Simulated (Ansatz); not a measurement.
Ansatz (a first-principles code) input (HF/def2-TZVP):

Ansatz 0.2 input:
```yaml
crystal:
  periodic: [false, false, false]
  atoms:
    - {symbol: S, position_ang: [0.00000000, 0.00000000, -0.00000000]}
    - {symbol: H, position_ang: [1.41402883, -0.00613539, 0.00185772]}
    - {symbol: H, position_ang: [-1.41402883, 0.00613539, -0.00185772]}
    - {symbol: H, position_ang: [0.00615167, 1.41397409, -0.01257224]}
    - {symbol: H, position_ang: [-0.00615167, -1.41397409, 0.01257224]}
    - {symbol: H, position_ang: [-0.00180308, 0.01258019, 1.41398625]}
    - {symbol: H, position_ang: [0.00180308, -0.01258019, -1.41398625]}
basis:
  gaussian:
    orbitals: def2-TZVP
hamiltonian:
  xc: {name: HF}
relax: {f_tol: 0.003, max_steps: 100}
```

Output:

```
Functional definition: HF
integrals: 0.01 GiB planned
586 factors; their error is unknown
mean field: 0.10 GiB planned
mean field evaluation 1: about -10904.4741 eV, gradient 1.6e1 eV
mean field evaluation 2: about -10905.3794 eV, gradient 5.0e0 eV
mean field evaluation 4: about -10905.4694 eV, gradient 1.3e-1 eV
mean field evaluation 8: about -10905.5580 eV, gradient 2.5e-1 eV
mean field -10905.55807061 eV, -400.7718670423 hartree, gradient 1.4e-5 eV, S^2 0.000000; 0 other end points of the search recorded, 0 dependent functions left out
the calculation of the forces begins
reference -10905.55807061 eV, -400.7718670423 hartree; 11, 11 occupied and 62, 62 virtual orbitals, 586 factors
relax step   1: F+E_penalty+E_count = -10905.55807061 eV  Δ(F+E_penalty+E_count) = +0.000e0 eV  max|allowed force component| = 5.914e-1 eV/Å  Δτ_max = 0.0000 Å  (28 SCF iters, accepted)
these checks for a lower state are left out or cut short: starts, cluster_reference, orbital_swaps, neighbouring_geometries, increment
integrals: 0.01 GiB planned
586 factors; their error is unknown
mean field: 0.10 GiB planned
mean field evaluation 16: about -10905.5139 eV, gradient 4.4e-3 eV
mean field -10905.60176664 eV, -400.7734728417 hartree, gradient 1.6e-5 eV, S^2 0.000000; 0 other end points of the search recorded, 0 dependent functions left out
the calculation of the forces begins
reference -10905.60176664 eV, -400.7734728417 hartree; 11, 11 occupied and 62, 62 virtual orbitals, 586 factors
relax step   2: F+E_penalty+E_count = -10905.60176664 eV  Δ(F+E_penalty+E_count) = -4.370e-2 eV  max|allowed force component| = 2.091e-1 eV/Å  Δτ_max = 0.0181 Å  (25 SCF iters, accepted)
these checks for a lower state are left out or cut short: starts, cluster_reference, orbital_swaps, neighbouring_geometries, increment
integrals: 0.01 GiB planned
586 factors; their error is unknown
mean field: 0.10 GiB planned
mean field -10905.60757877 eV, -400.7736864336 hartree, gradient 1.6e-5 eV, S^2 0.000000; 0 other end points of the search recorded, 0 dependent functions left out
the calculation of the forces begins
reference -10905.60757877 eV, -400.7736864336 hartree; 11, 11 occupied and 62, 62 virtual orbitals, 586 factors
relax step   3: F+E_penalty+E_count = -10905.60757877 eV  Δ(F+E_penalty+E_count) = -5.812e-3 eV  max|allowed force component| = 9.726e-3 eV/Å  Δτ_max = 0.0088 Å  (25 SCF iters, accepted)
these checks for a lower state are left out or cut short: starts, cluster_reference, orbital_swaps, neighbouring_geometries, increment
integrals: 0.01 GiB planned
586 factors; their error is unknown
mean field: 0.10 GiB planned
mean field evaluation 32: about -10905.6076 eV, gradient 5.8e-5 eV
mean field -10905.60758650 eV, -400.7736867177 hartree, gradient 1.6e-5 eV, S^2 0.000000; 0 other end points of the search recorded, 0 dependent functions left out
the calculation of the forces begins
reference -10905.60758650 eV, -400.7736867177 hartree; 11, 11 occupied and 62, 62 virtual orbitals, 586 factors
relax step   4: F+E_penalty+E_count = -10905.60758650 eV  Δ(F+E_penalty+E_count) = -7.729e-6 eV  max|allowed force component| = 5.910e-3 eV/Å  Δτ_max = 0.0007 Å  (25 SCF iters, accepted)
these checks for a lower state are left out or cut short: starts, cluster_reference, orbital_swaps, neighbouring_geometries, increment
integrals: 0.01 GiB planned
586 factors; their error is unknown
mean field: 0.10 GiB planned
mean field -10905.60759101 eV, -400.7736868833 hartree, gradient 1.6e-5 eV, S^2 0.000000; 0 other end points of the search recorded, 0 dependent functions left out
the calculation of the forces begins
reference -10905.60759101 eV, -400.7736868833 hartree; 11, 11 occupied and 62, 62 virtual orbitals, 586 factors
relax step   5: F+E_penalty+E_count = -10905.60759101 eV  Δ(F+E_penalty+E_count) = -4.507e-6 eV  max|allowed force component| = 1.501e-6 eV/Å  Δτ_max = 0.0003 Å  (25 SCF iters, accepted)
integrals: 0.01 GiB planned
586 factors; their error is unknown
mean field: 0.10 GiB planned
mean field -10905.60759101 eV, -400.7736868833 hartree, gradient 1.6e-5 eV, S^2 0.000000; 1 other end points of the search recorded, 0 dependent functions left out
the calculation of the forces begins
reference -10905.60759101 eV, -400.7736868833 hartree; 11, 11 occupied and 62, 62 virtual orbitals, 586 factors
Total energy: -10905.60759101 eV, -400.7736868833 hartree
Atom 0 at     0.000000    -0.000000    -0.000000 Å, force    -0.000000    -0.000000     0.000000 eV/Å
Atom 1 at     1.386753    -0.006017     0.001822 Å, force     0.000002    -0.000000     0.000000 eV/Å
Atom 2 at    -1.386753     0.006017    -0.001822 Å, force    -0.000002     0.000000    -0.000000 eV/Å
Atom 3 at     0.006033     1.386699    -0.012330 Å, force     0.000000     0.000001    -0.000000 eV/Å
Atom 4 at    -0.006033    -1.386699     0.012330 Å, force    -0.000000    -0.000001     0.000000 eV/Å
Atom 5 at    -0.001768     0.012338     1.386711 Å, force    -0.000000     0.000000     0.000002 eV/Å
Atom 6 at     0.001768    -0.012338    -1.386711 Å, force     0.000000    -0.000000    -0.000002 eV/Å
Dipole moment:     0.000000    -0.000000    -0.000000 e Å
```
